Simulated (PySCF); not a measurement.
This PySCF input asks for the NMR shieldings of `FB[C@]1(C)COCO1`, C$_{4}$H$_{8}$BFO$_{2}$; the geometry comes from GFN2-xTB.

```python
import basis_set_exchange as bse
import numpy as np
from pyscf import gto, dft
from pyscf.prop import nmr

atoms = """
C    -0.984191   -1.290748   -0.264254
C    -0.344959    0.106260   -0.220899
B    -1.396602    1.276414   -0.497447
F    -2.516393    1.258409    0.187162
C     0.351381    0.345385    1.163232
O     1.680400    0.672706    0.841285
C     1.925330    0.044987   -0.382678
O     0.759710    0.172352   -1.139261
H    -1.369989   -1.480344   -1.262776
H    -1.802419   -1.342112    0.448935
H    -0.248118   -2.056480   -0.026822
H    -1.223716    2.166079   -1.237487
H    -0.073716    1.176863    1.727508
H     0.307853   -0.568626    1.770412
H     2.180211   -1.023676   -0.226061
H     2.747619    0.551475   -0.892257
"""
names = dict.fromkeys(["C", "B", "F", "O", "H"], "pcSseg-1")
basis = {el: gto.basis.parse(bse.get_basis(n, elements=[el], fmt="nwchem")) for el, n in names.items()}
mol = gto.M(atom=atoms, basis=basis, charge=0, verbose=0)
mf = dft.RKS(mol, xc="PBE0")
mf.grids.level = 2
mf.grids.alignment = dft.numint.BLKSIZE   # the property module wants whole blocks of grid points
mf.conv_tol = 1e-9
mf.kernel()

calc = nmr.RKS(mf)   # GIAO
C = mf.mo_coeff
Co = C[:, mf.mo_occ > 0]
resp = mf.gen_response(singlet=True, hermi=2)
def vind(x):   # induced exchange potential for any number of trial vectors
    d = np.einsum("pi,xij,qj->xpq", C, 2 * x.reshape(-1, C.shape[1], Co.shape[1]), Co, optimize=True)
    return np.einsum("xpq,pi,qj->xij", resp(d - d.transpose(0, 2, 1)), C, Co, optimize=True).ravel()
mo1, _ = nmr.rhf.solve_mo1(calc, with_cphf=vind)
sigma = calc.kernel(mo1)
for i, s in enumerate(sigma):   # ppm
    w = np.linalg.eigvalsh((s + s.T) / 2)
    print("%2d %-2s iso %8.1f  s11 %8.1f  s22 %8.1f  s33 %8.1f" % (i, mol.atom_pure_symbol(i), w.mean(), *w))
```

Question: Give the expected output.

Answer: 
```
 0 C  iso    166.3  s11    151.1  s22    162.0  s33    185.7
 1 C  iso    108.3  s11     76.6  s22     97.1  s33    151.2
 2 B  iso     44.3  s11    -16.2  s22     61.7  s33     87.4
 3 F  iso    189.2  s11     -5.1  s22     79.4  s33    493.2
 4 C  iso    110.7  s11     70.4  s22    103.7  s33    157.9
 5 O  iso    238.6  s11    146.6  s22    224.4  s33    344.6
 6 C  iso     88.2  s11     48.3  s22     93.7  s33    122.5
 7 O  iso    233.9  s11    143.8  s22    247.1  s33    310.8
 8 H  iso     30.4  s11     26.3  s22     27.7  s33     37.3
 9 H  iso     30.7  s11     26.6  s22     28.7  s33     36.9
10 H  iso     30.4  s11     25.9  s22     29.8  s33     35.6
11 H  iso     26.1  s11     23.7  s22     24.8  s33     29.8
12 H  iso     27.6  s11     23.9  s22     27.3  s33     31.7
13 H  iso     28.3  s11     23.5  s22     28.4  s33     32.9
14 H  iso     26.6  s11     22.1  s22     25.3  s33     32.5
15 H  iso     26.2  s11     21.9  s22     24.8  s33     32.0
```

These numbers come from an equivalent density-fitted implementation of the same equations, which agrees with the script to about 0.01 ppm for H and up to a few tenths of a ppm for heavy atoms, so last digits may differ.

Size and cost of the density-fitted run: 176 basis functions, 47 s wall time on 1 thread of an Arm Neoverse N1, shared host; peak memory 0.79 GiB.
